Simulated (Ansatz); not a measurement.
SiNH₂Cl₃, singlet: at the start structure of a reaction step.

Input (in.yaml):

```yaml
crystal:
  periodic: [false, false, false]
  atoms:
    - {symbol: Si, position_ang: [0.146594, -0.172171, 0.516720]}
    - {symbol: Cl, position_ang: [1.420264, -1.751422, 0.416212]}
    - {symbol: N, position_ang: [-0.352437, 0.202576, -1.046540]}
    - {symbol: H, position_ang: [0.308871, 0.230837, -1.805203]}
    - {symbol: Cl, position_ang: [1.129284, 1.321633, 1.504488]}
    - {symbol: Cl, position_ang: [-1.499425, -0.623815, 1.618029]}
    - {symbol: H, position_ang: [-1.153153, 0.792362, -1.203806]}
basis:
  gaussian: {orbitals: def2-TZVPP}
hamiltonian: {xc: {name: CAM-B3LYP}, dispersion: d4}
```

Command:

```bash
ansatz run in.yaml --threads 4 --pin off --events-out ev --progress --plain --max-ram 9574MiB
```

What Ansatz 0.2.0 printed:

```
Functional definition: CAM-B3LYP
  name "CAM-B3LYP"
  cite "Yanai, Tew & Handy, Chem. Phys. Lett. 393, 51 (2004) doi:10.1016/j.cplett.2004.06.011"
  cite "Iikura, Tsuneda, Yanai & Hirao, J. Chem. Phys. 115, 3540 (2001) doi:10.1063/1.1383587"
  cite "Becke, Phys. Rev. A 38, 3098 (1988) doi:10.1103/PhysRevA.38.3098"
  cite "Lee, Yang & Parr, Phys. Rev. B 37, 785 (1988) doi:10.1103/PhysRevB.37.785"
  cite "Vosko, Wilk & Nusair, Can. J. Phys. 58, 1200 (1980) doi:10.1139/p80-159"
  parameter alpha = 0.19
  parameter beta = 0.46
  parameter omega = 0.33/bohr
  parameter ac = 0.81
  # Exact exchange under (alpha + beta erf(omega r))/r, Becke's under what is left of 1/r.
  exchange = (1 - alpha - beta)*b88_x + beta*b88_x_sr(omega) + alpha*exact_x + beta*exact_x_lr(omega)
  correlation = (1 - ac)*vwn5_c + ac*lyp_c
1503 factors; their error is unknown
278 factors; integrals over basis functions are off by at most 9.5e-6 eV
mean field evaluation 1: about -46970.8943 eV, gradient 5.6e1 eV
mean field evaluation 2: about -46968.9636 eV, gradient 6.2e1 eV
mean field evaluation 4: about -46976.3272 eV, gradient 1.9e0 eV
mean field evaluation 8: about -46976.3337 eV, gradient 2.1e-2 eV
mean field -46976.41140932 eV, -1726.3512775371 hartree, gradient 8.1e-5 eV, S^2 0.000000; 0 other end points of the search recorded, 0 dependent functions left out
reference -46976.41154608 eV, -1726.3512825631 hartree; 37, 37 occupied and 190, 190 virtual orbitals, 1503 factors
Total energy: -46976.65271039 eV, -1726.3601451881 hartree
```

Hardware: 4 CPU threads of an Arm Neoverse V2, shared host. Wall time 3.4 s; peak host memory 0.6 GiB.
